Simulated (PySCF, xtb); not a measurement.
Zn(Et)(SH) anion (C₂H₆SZn), SMILES C[CH2][Zn][SH] (connectivity only; charge and spin as stated), charge -1, multiplicity 2. The values are those of a single conformer.

Harmonic wavenumbers (cm⁻¹) from xtb 6.7.1 with GFN2-xTB at its own minimum, in rising order: 9, 48, 104, 118, 150, 182, 245, 346, 449, 900, 925, 1046, 1146, 1247, 1406, 1504, 1522, 1531, 2465, 2792, 2874, 2894, 2959, 2970.

Question: What does PySCF with PBE-D3(BJ)/def2-SVPD give at its own minimum? (The exact figures need the calculation; the answer reports its results.)

Answer: 31, 68, 185, 208, 216, 247, 414, 469, 533, 866, 892, 1015, 1098, 1191, 1310, 1371, 1408, 1415, 2560, 2872, 2922, 2960, 2972, 2999. Paired by order, the mean absolute difference is 71 cm⁻¹ and the zero-point energies are 42.6 and 43.2 kcal/mol.
